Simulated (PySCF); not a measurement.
BiP: energy against distance

Set-up: PySCF, scalar-relativistic core potentials, basis sets Bi def2-SVP with ECP60, P def2-SVP. Energies in eV from Bi + P in their ground configurations at the same level. State: ¹Σ⁺ (singlet), closed shell.

All columns are PW91. A positive dipole means Bi(−)P(+).

| R (Å) | E (eV) | μ (D) | Mulliken charge on Bi (basis-dependent) | HOMO (eV) | LUMO (eV) | Mayer bond order | ⟨S²⟩ |
| --- | --- | --- | --- | --- | --- | --- | --- |
| 1.972 | -1.594 | -1.49 | 0.15 | -6.06 | -2.67 | 2.94 | 0.00 |
| 2.064 | -2.610 | -1.65 | 0.13 | -6.17 | -2.87 | 2.94 | 0.00 |
| 2.155 | -3.188 | -1.78 | 0.12 | -6.23 | -3.05 | 2.94 | 0.00 |
| 2.224 | -3.409 | -1.86 | 0.11 | -6.10 | -3.19 | 2.95 | 0.00 |
| 2.293 | -3.494 | -1.92 | 0.11 | -5.98 | -3.32 | 2.95 | 0.00 |
| 2.362 | -3.473 | -1.97 | 0.11 | -5.87 | -3.44 | 2.96 | 0.00 |
| 2.454 | -3.326 | -2.01 | 0.11 | -5.74 | -3.59 | 2.97 | 0.00 |
| 2.568 | -3.011 | -2.05 | 0.10 | -5.61 | -3.76 | 2.97 | 0.00 |
| 2.706 | -2.523 | -2.06 | 0.10 | -5.47 | -3.93 | 2.98 | 0.00 |
| 2.889 | -1.798 | -2.04 | 0.09 | -5.33 | -4.13 | 2.99 | 0.00 |

A fit through these points gives, at Re = 2.312 Å, μ = -1.93 D and dμ/dR = -0.747 D/Å; the reduced mass is 26.98 u.

**Question.** How strong is the fundamental in the double-harmonic approximation, I = 42.26·(dμ/dR)²/μred km/mol?

**Answer.** I = 42.26·(-0.747)²/26.98 = 0.874 km/mol at PW91.

Spin–orbit coupling is left out, which matters for elements this heavy, above all for dissociation energies.
